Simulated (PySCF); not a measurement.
boric acid (BH₃O₃), SMILES OB(O)O. Geometry: PBE-D3(BJ)/def2-SVP. The values are those of a single conformer.

Calculation: PBE-D3(BJ)/def2-SVP run with PySCF 2.14.0.

Harmonic wavenumbers (cm⁻¹): 259, 434, 444, 449, 497, 646, 862, 909, 989, 1009, 1411, 1468, 3772, 3778, 3798. Rotational constants (GHz): 9.997, 9.650, 4.910; symmetry number 1.

### Question
Work out the zero-point energy and the ideal-gas rigid-rotor harmonic-oscillator thermochemistry at 298.15 K and 1 atm.

### Answer
ZPE = ½ Σ hcν = ½ × 20725 cm⁻¹ = 123.96 kJ/mol. H − E(el) = 138.73 kJ/mol. Entropy in J/(mol K): translation 160.18, rotation 100.55, vibration 23.79, total 284.52. G − E(el) = 53.90 kJ/mol. Cp = 75.33 J/(mol K).
